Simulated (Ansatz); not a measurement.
Stepwise reaction of `N[Si](O)(O)O` with ammonia, as a gas-phase model of exchange steps in deposition or etching. ΔE in kJ/mol; ΔG adds harmonic PBE0-D4 terms to CCSD(T)/CBS, at 1 bar.

Gas-phase electronic energies from Ansatz, PBE0-D4/def2-TZVP geometries. CBS: MP2 limit from def2 TZ/QZ plus the TZ coupled-cluster correction, frozen cores. This one scheme is used for every species. Functionals use def2-TZVPP. B3LYP here is the variant with VWN-RPA as its local correlation; programs differ in this. Each species was taken in one conformer, which may not be the lowest.

```csv
step,reaction,PBE-D4,B3LYP-D4,ωB97M-V,CCSD(T)/CBS,ΔG(500 K)
1,`N[Si](O)(O)O` + NH₃ → `N[Si](N)(O)O` + H₂O,45.9,48.7,48.8,46.9,38.5
2,`N[Si](N)(O)O` + NH₃ → `N[Si](N)(N)O` + H₂O,45.2,49.4,48.9,45.7,51.7
3,`N[Si](N)(N)O` + NH₃ → `N[Si](N)(N)N` + H₂O,53.9,57.1,57.3,54.8,51.8
```

Q: By hand: ΔE of the 3 steps together at CCSD(T)/CBS.

A: (46.9) + (45.7) + (54.8) = 147.4 kJ/mol, or 49.1 kJ/mol a step.

In ΔE step 2 is the lowest and step 3 the highest. All are uphill at CCSD(T)/CBS. ΔG lies between 38.5 and 51.8 kJ/mol a step. PBE-D4 differs from CCSD(T)/CBS by -1.0 to -0.5 kJ/mol a step. Isolated molecules leave out the surface, adducts and barriers. Largest T1 diagnostic: 0.011.
